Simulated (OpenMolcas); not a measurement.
**Nd³⁺: effect of the active space**

```
Program             : OpenMolcas 26.06
Method              : SS-CASPT2 or its RAS form, IPEA 0.25 Eh, imaginary shift 0.1 Eh
Basis               : ANO-RCC-VTZP
Scalar Hamiltonian  : DKH2, point nucleus
Spin-orbit coupling : state interaction with AMFI integrals over the reference wave functions, term energies averaged over their components
```

A. 3 electrons in 7 orbitals (4f); 2S+1 = 4 odd, 35 roots; 2S+1 = 2 odd, 112 roots (105 in the spin-orbit step); closed shells correlated: 5s 5p; CASPT2 step about 110 core-seconds
B. 3 electrons in 12 orbitals (RAS2 4f; RAS3 5d, at most 1 electron); 2S+1 = 4 odd, 35 roots; 2S+1 = 2 odd, 112 roots (105 in the spin-orbit step); 2S+1 = 4 even, 105 roots (83 in the spin-orbit step); 2S+1 = 2 even, 124 roots kept (CI in the orbitals of an earlier block, 75 in the spin-orbit step); closed shells correlated: 5s 5p; CASPT2 step about 8 core-minutes

Energies in cm⁻¹ above 4f³ ⁴I°_9/2, the measured ground level; measured values from the list in Arab et al., J. Quant. Spectrosc. Radiat. Transfer 229, 145 (2019) and Gaigalas et al. (2019), from Wyart et al. (2007).

| Level | A | B | Measured |
| --- | --- | --- | --- |
| 4f³ ⁴I°_9/2 | 0.0 | 0.0 | 0.0 |
| 4f³ ⁴I°_11/2 | 2030 | 2020 | 1897 |
| 4f³ ⁴I°_13/2 | 4200 | 4190 | 3907 |
| 4f³ ⁴I°_15/2 | 6460 | 6440 | 5989 |
| 4f³ ⁴F°_3/2 | 13120 | 13450 | 11698 |
| 4f³ ²H°_9/2(1) [74 %] | 13150 | 13640 | 12800 |
| 4f³ ⁴F°_5/2 | 14250 | 14570 | 12748 |
| 4f³ ⁴S°_3/2 | 15010 | 15450 | 13792 |
| 4f³ ⁴F°_7/2 | 15240 | 15570 | 13720 |
| 4f³ ⁴F°_9/2 | 16400 | 16750 | 14995 |
| 4f³ ²H°_11/2(1) | 16490 | 16990 | 16162 |
| 4f³ ²G°_7/2(1) | 18810 | 19310 | 17655 |
| 4f³ ⁴G°_5/2 | 20330 | 20800 | 17707 |
| 4f³ ²G°_9/2(1) [58 %] | 21700 | 22180 |  |
| 4f³ ²K°_13/2 | 21890 | 22120 | 20005 |
| 4f³ ⁴G°_7/2 | 21930 | 22390 | 19541 |
| 4f³ ⁴G°_9/2 | 23590 | 24060 |  |
| 4f³ ²K°_15/2 | 24080 | 24320 | 22044 |
| 4f³ ⁴G°_11/2 | 24960 | 25410 | 22047 |
| 4f³ ²P°_1/2 | 25080 | 25720 |  |
| 4f³ ²D°_5/2(1) | 25720 | 26380 | 24333 |
| 4f³ ⁴D°_3/2 [71 %] | 33200 | 33760 |  |
| 4f³ ⁴D°_5/2 [71 %] | 33470 | 34060 | 29191 |
| 4f³ ²I°_11/2 | 33500 | 33760 | 30180 |

Deviations, from unrounded energies. A percentage is the sum of absolute deviations over the sum of measured energies, with the sign that they share, or ± where signs differ.

```csv
Against measurement,Levels,A,B
mean absolute deviation (cm-1),19,1600,2000
fine structure of the ground term (%),3,+7.6,+7.3
other terms of the ground configuration (%),16,+10.0,+12.2
```

A lies closest to measurement on these levels. The largest miss of A in the table is 4f³ ⁴D°_5/2 [71 %], by +4300 cm-1. The ranking rests on the paired levels alone, and a cruder setting can come out closer through cancelling errors.

Between A and B the level of the table that moves most is 4f³ ²D°_5/2(1), by 650 cm-1 (lowest in A, highest in B). Moves below CASPT2's spread within the term are not significant.

Term energies are means over components that CASPT2 splits; among the terms shown or strongly mixed into the levels shown the widest spread is 450 cm-1 (4f³ ⁴G°, A). High states are left out of the spin-orbit mixing, which shifts the levels that they would mix with. Some levels mix across a computed gap that differs much from the measured one, so their mixing is not that of the real levels. The CASPT2 spread within a term exceeds the gap to the next term for 4f³ ⁴S° and 4f³ ⁴F°, 4f³ ⁴G° and 4f³ ²K°, so the order of their levels is uncertain, and so are names and mixing where such terms share a J (figures for A; the like holds for B). Each CASPT2 term energy is a mean over a sample of three components (holds for B). Some terms miss by over 15 % even with CASPT2, which points to a basis or an active space too small for the shells correlated (holds for B). Computed and measured levels are paired by configuration, term and J; levels that our copy of the source lacks, or whose pairing is in doubt (as where it misses far off the trend of its configuration), stay unpaired and out of the deviations. Only configurations of the active space appear. Levels that lie high or do not pair safely by name in every column are left out.

A share in square brackets marks a mixed level and gives the weight of the term that names it, the lowest over the columns. A number in round brackets counts repeated terms of one configuration in the order of the reference energies. ° marks odd parity.
